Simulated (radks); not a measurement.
Isoelectronic series with 55 electrons, each ion in its NIST ground configuration. All-electron calculation, scalar-relativistic Kohn-Sham, r2SCAN, spin-polarised, spherical densities, finite nucleus; open shells are filled with parallel spins first (spin-orbit coupling, left out, can overturn this in heavy ions); meta-GGA in the generalised Kohn-Sham scheme; Fermi nuclear charge, rms radius of each element as measured or else 0.836 A^(1/3) + 0.57 fm. Program: a radial shooting solver on a logarithmic mesh with Libxc functionals. Total energies (hartree) and orbital eigenvalues (hartree):

ion            configuration  E (hartree)    4d down      4d up
Cs                  [Xe] 6s1   -7787.6531   -2.78282   -2.78348
Ba+                 [Xe] 6s1   -8136.0783   -3.56615   -3.56747
La2+                [Xe] 5d1   -8493.3608   -4.34413   -4.34618
Ce3+                [Xe] 4f1   -8859.7930   -4.96942   -5.00778
Pr4+                [Xe] 4f1   -9235.1563   -5.96518   -6.00816
Nd5+   [Kr] 4d10 4f2 5s2 5p5   -9619.1703   -6.76889   -6.86498
Pm6+   [Kr] 4d10 4f3 5s2 5p4  -10012.5708   -7.60695   -7.75876
Sm7+   [Kr] 4d10 4f4 5s2 5p3  -10415.4677   -8.47925   -8.68984
Eu8+   [Kr] 4d10 4f5 5s2 5p2  -10827.6942   -9.40333   -9.65682
Gd9+   [Kr] 4d10 4f5 5s2 5p2  -11249.5712  -10.67539  -10.94308
Tb10+  [Kr] 4d10 4f6 5s2 5p1  -11681.1161  -11.68645  -11.99818
Dy11+      [Kr] 4d10 4f7 5s2  -12122.4479  -12.73419  -13.08922
Ho12+      [Kr] 4d10 4f7 5s2  -12573.2436  -14.18188  -14.55190
Er13+      [Kr] 4d10 4f7 5s2  -13033.6189  -15.70276  -16.08703
Tm14+          [Kr] 4d10 4f9  -13502.5931  -16.72113  -16.99003
Yb15+          [Kr] 4d10 4f9  -13982.8811  -18.34453  -18.62282
Lu16+          [Kr] 4d10 4f9  -14473.0507  -20.03916  -20.32653
Hf17+          [Kr] 4d10 4f9  -14973.2230  -21.80400  -22.10021
Ta18+          [Kr] 4d10 4f9  -15483.4199  -23.63828  -23.94312
